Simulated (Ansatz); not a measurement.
Basis-set extrapolation for CH2FNSSi (`FC1=N[SiH2]S1`) (PBE0-D4/def2-TZVP geometry, frozen core, the Gaussian-basis code of Ansatz). Multiplicity 1, RHF reference.

|  | def2-TZVPP | def2-QZVPP |
| --- | --- | --- |
| HF | -879.497711 | -879.526297 |
| MP2 correlation | -0.881369 | -0.953803 |
| CCSD(T) correlation | -0.948290 | not run |

Energies in hartree. Use E(X) = E(∞) + A·exp(−7.88·√X) for Hartree–Fock and E(X) = E(∞) + B·X^(−2.97) for correlation, with X = 3 and 4, and add CCSD(T) minus MP2 of the smaller set to the MP2 limit.

Problem. What is the CCSD(T) energy at the basis-set limit?

Solution. HF limit: -879.526297 + (-0.028586) × 0.13774 = -879.53023. MP2 limit: -0.953803 + (-0.072434) × 0.74074 = -1.00746. Higher-order term: -0.948290 − (-0.881369) = -0.06692. Total: -880.60461 hartree, 4.32 eV below CCSD(T)/def2-TZVPP.
